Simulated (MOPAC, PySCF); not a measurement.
H2AlIS2, SMILES `[SH][Al]([SH])[I]` (H–S–Al–I torsion 0°, I–Al–S–H torsion 0°), neutral singlet in the gas phase. 

Cartesian coordinates (Å):
```xyz
6

S      1.9832    -0.4673    -0.8160
Al     0.0046    -0.0245    -0.0226
S     -1.6656    -1.2288    -0.7302
I     -0.3351     1.7894     1.6291
H      2.5703     0.5017    -0.0916
H     -2.5573    -0.5705     0.0313
```
Charge 0, spin multiplicity 1.

All levels are single points at this geometry (B3LYP-D3(BJ)/def2-TZVP); Pople sets use spherical d functions. Orbital energies aren't observables, and empty levels follow the basis.

B3LYP/LANL2DZ in PySCF gives dipole (D) = 1.67.

Estimate the dipole (D) from each of these levels: B3LYP-D3(BJ)/def2-TZVP in PySCF; PBE-D3(BJ)/def2-TZVP in PySCF; B3LYP/6-311+G** (LANL2DZ on I) in PySCF; B3LYP/6-31G* (LANL2DZ on I) in PySCF; BP86/6-31G* (LANL2DZ on I) in PySCF; M06-2X/6-31G* (LANL2DZ on I) in PySCF; PBE/6-31G* (LANL2DZ on I) in PySCF; SVWN5/6-31G* (LANL2DZ on I) in PySCF; HF/6-31G* (LANL2DZ on I) in PySCF; AM1 in MOPAC; PM3 in MOPAC; PM7 in MOPAC.


```json
[
 {"level": "B3LYP-D3(BJ)/def2-TZVP in PySCF", "dipole (D)": "0.86"},
 {"level": "PBE-D3(BJ)/def2-TZVP in PySCF", "dipole (D)": "0.87"},
 {"level": "B3LYP/6-311+G** (LANL2DZ on I) in PySCF", "dipole (D)": "0.91"},
 {"level": "B3LYP/6-31G* (LANL2DZ on I) in PySCF", "dipole (D)": "0.90"},
 {"level": "BP86/6-31G* (LANL2DZ on I) in PySCF", "dipole (D)": "0.91"},
 {"level": "M06-2X/6-31G* (LANL2DZ on I) in PySCF", "dipole (D)": "0.96"},
 {"level": "PBE/6-31G* (LANL2DZ on I) in PySCF", "dipole (D)": "0.94"},
 {"level": "SVWN5/6-31G* (LANL2DZ on I) in PySCF", "dipole (D)": "1.06"},
 {"level": "HF/6-31G* (LANL2DZ on I) in PySCF", "dipole (D)": "0.89"},
 {"level": "AM1 in MOPAC", "dipole (D)": "0.94"},
 {"level": "PM3 in MOPAC", "dipole (D)": "0.30"},
 {"level": "PM7 in MOPAC", "dipole (D)": "2.00"}
]
```
